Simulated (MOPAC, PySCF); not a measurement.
Dissociation curve of SMILES [OH2+][AlH3-]. The Al1–O5 bond (Al1 also carries H, H, H; O5 carries H, H) is pulled apart rigidly from the PBE0/def2-TZVP optimised geometry.

- UKS-BP86/6-31G* = unrestricted BP86/6-31G*, spherical d (PySCF 2.14.0)
- RKS-r2SCAN = restricted r2SCAN/cc-pVDZ (PySCF)
- PM7, restricted, heats of formation (MOPAC)
- RKS-wB97X-V = PySCF 2.14.0 with restricted wB97X-V/cc-pVDZ

Energies are in eV, each relative to the lowest point of its own curve near equilibrium.

```
R / Å  UKS-BP86/6-31G*  RKS-r2SCAN    PM7  RKS-wB97X-V
-----  ---------------  ----------  -----  -----------
1.63             1.286       1.338  1.738        1.380
1.73             0.623       0.653    ___        0.679
1.82             0.279       0.294  0.340        0.311
1.92             0.080       0.084  0.078        0.093
1.98             0.023       0.024    ___        0.029
2.03             0.001       0.000  0.000          ___
2.11             0.000       0.000  0.029        0.000
2.17             0.020       0.022  0.080        0.020
2.25             0.064       0.070    ___        0.066
2.34             0.128       0.140  0.284        0.135
2.50             0.259       0.283    ___        0.276
2.73             0.443       0.484    ___        0.476
3.02             0.637       0.695  0.883        0.687
3.36             0.803       0.880  0.982        0.871
3.69             0.913       1.010  1.042        1.000
4.02             0.987       1.102  1.086        1.094
4.52             1.061       1.191      —        1.186
4.99             1.104       1.238      —        1.234
5.46             1.130       1.263      —        1.259
6.05             1.146       1.278      —        1.275
7.17             1.158       1.289      —        1.287
```

Question: Fill in the missing entries.

Answer: 
- 1.73, PM7: 0.817
- 1.98, PM7: 0.014
- 2.03, RKS-wB97X-V: 0.003
- 2.25, PM7: 0.169
- 2.50, PM7: 0.486
- 2.73, PM7: 0.714

A dash means that the run gave no value there, or that the column was ended at a point which the program doubted or which failed a test of continuity chosen for this set; such a test can also cut sound points.
